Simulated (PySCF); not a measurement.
Work out the structure from these simulated measurements.

Elements present: C, H, S and Si. Monoisotopic mass: 125.9959 u.

| Quantity | Value |
| --- | --- |
| Rotational structure | rotational constants A, B, C: 1.978, 1.523, 1.214 GHz [GFN2-xTB] |
| UV, first state | lowest singlet excitation: 4.83 eV (257 nm, f = 0.011) [TDDFT B3LYP/def2-SVPD] |
| Dipole | 1.24 D [B3LYP/def2-SVPD] |
| 13C NMR | chemical shifts (computed TMS as zero) by class: 82.8 (2 C), 82.1 (2 C), 25.2 (1 C) ppm [GIAO PBE0/pcSseg-1] |
| Polarisability | 102.7 au [B3LYP/def2-SVPD] |
| 1H NMR | chemical shifts (computed TMS as zero) by class: 4.67 (3 H), 4.41 (1 H), 2.13 (2 H) ppm [GIAO PBE0/pcSseg-1] |
| Triplet | lowest triplet excitation (Tamm–Dancoff): 4.25 eV [TDA B3LYP/def2-SVPD] |

The electronic properties come from PySCF, for the isolated species, density fitting. Levels stand in brackets. Isolated species at its GFN2-xTB geometry (one conformer only). NMR classes are plain means over equivalent atoms (diastereotopic ones count apart unless rotation or inversion swaps them), as if these changed places fast.

Task: Which formula fits the mass and the elements?

Result: C5H6SSi (calculated 125.9959). No other formula that holds each of these elements comes within 0.0003 u with a fitting electron parity and a possible valence count.

Task: Propose a structure and show how it fits.

Result: Numbering: `[CH:1]#[C:2][CH:3]([C:4]#[CH:5])[S:6][SiH3:7]`. Its formula, C5H6SSi, gives 4 degrees of unsaturation: 0 rings and 4 π bonds in the structure found. 5 carbons fall into 3 classes; from least to most shielded: alkyne carbon [C2/C4] (82.8 ppm, 2 C), terminal alkyne carbon [C1/C5] (82.1 ppm, 2 C), sp3 carbon bound to sulfur [C3] (25.2 ppm). Hydrogen classes from least to most shielded: 3 H on an SiH3 silicon, Si7 (4.67 ppm, a mean of values up to 0.6 ppm apart in this geometry), 1 H on an sp3 carbon bound to sulfur, C3 (4.41 ppm), 2 H on 2 terminal alkyne carbons, C1/C5 (2.13 ppm). S1 is mainly HOMO→LUMO (weight 0.96); the largest Löwdin shares of the orbital it empties are 0.67 on the sulfur bonded to C and Si, 0.08 on the SiH3 silicon, 0.04 on an alkyne carbon and 0.04 on the sp3 carbon bound to sulfur, of the orbital it fills 0.33 on the sulfur bonded to C and Si, 0.16 on the sp3 carbon bound to sulfur and 0.10 on each of 2 atoms of one kind (terminal alkyne carbon). By its constants the optimised geometry is an asymmetric top. Structure: `C#CC(C#C)S[SiH3]`. Computed isomers that give other values at the same levels: `CC#CC1=C[SiH2]S1` (13C chemical shifts (computed TMS as zero) by class: 158.3 (1 C), 127.8 (1 C), 104.5 (1 C), 84.6 (1 C), 6.0 (1 C) ppm); `C#CC1=C[SiH2]CS1` (13C chemical shifts (computed TMS as zero) by class: 155.6 (1 C), 125.7 (1 C), 94.9 (1 C), 82.5 (1 C), 14.2 (1 C) ppm); `C#CC1=CC[SiH2]S1` (13C chemical shifts (computed TMS as zero) by class: 140.6 (1 C), 130.9 (1 C), 90.6 (1 C), 83.6 (1 C), 22.4 (1 C) ppm). The assignments are read from this structure; whether some other isomer fits the data as well wasn't checked.

Conformer computed: `[CH:1]#[C:2][CH:3]([C:4]#[CH:5])[S:6][SiH3:7]`: C2–C3–S6–Si7 61°.
